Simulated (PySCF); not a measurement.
Start geometry of `NB(N)CO` from GFN2-xTB (Å):
```
atom  x, y, z in Å
N1    -1.1178    1.3172    0.1742
B2    -0.3845    0.1271    0.0646
N3    -0.9974   -1.0766   -0.3053
C4     1.1980    0.1318    0.3279
O5     1.8819   -1.0034   -0.2098
H6    -2.1131    1.3688    0.0503
H7    -0.7040    2.1966    0.4222
H8    -0.4897   -1.9436   -0.3069
H9    -1.9841   -1.1896   -0.4529
H10    1.4114    0.1012    1.4002
H11    1.6724    1.0486   -0.0558
H12    1.6280   -1.0788   -1.1346
```

What comes out of this run: PBE0-D3(BJ)/def2-SVP geometry optimisation, gas phase (PySCF)?

```
atom  x, y, z in Å
N1    -1.0484    1.4565    0.6627
B2    -0.3366    0.2544    0.4407
N3    -0.9612   -0.9712    0.1218
C4     1.2578    0.2327    0.5378
O5     1.8490   -0.9086   -0.0636
H6    -2.0559    1.5274    0.6730
H7    -0.5823    2.3320    0.8496
H8    -0.3955   -1.8089    0.0807
H9    -1.9568   -1.1289    0.0669
H10    1.5444    0.2013    1.6043
H11    1.7031    1.1732    0.1483
H12    1.5643   -0.9172   -0.9832
```

The energy falls by 0.038 eV over 6 energy and gradient evaluations, the largest force component goes from 0.0120 to 2.2e-04 Eh/bohr, and the atoms move by 0.046 Å rms after alignment. Among the bonds, N1–B2, B2–N3, C4–O5 and C4–H10 change most and about equally (-0.011 to +0.012 Å). Bonds longer at the end by more than 0.005 Å: 8 of 11; shorter: 2. Among the angles that change most is B2–N3–H8, from 121.4° to 118.7°. Rotational constants go from 8360, 3536, 2571 to 8310, 3574, 2585 MHz. The orientation of the end geometry is arbitrary; only internal coordinates are fixed.

The run used 105 basis functions and 39 SCF cycles in all. Time: 20 s of wall time. Hardware: Arm Neoverse V1, one thread, on a shared host.

No frequency check. One conformer, not necessarily the lowest.
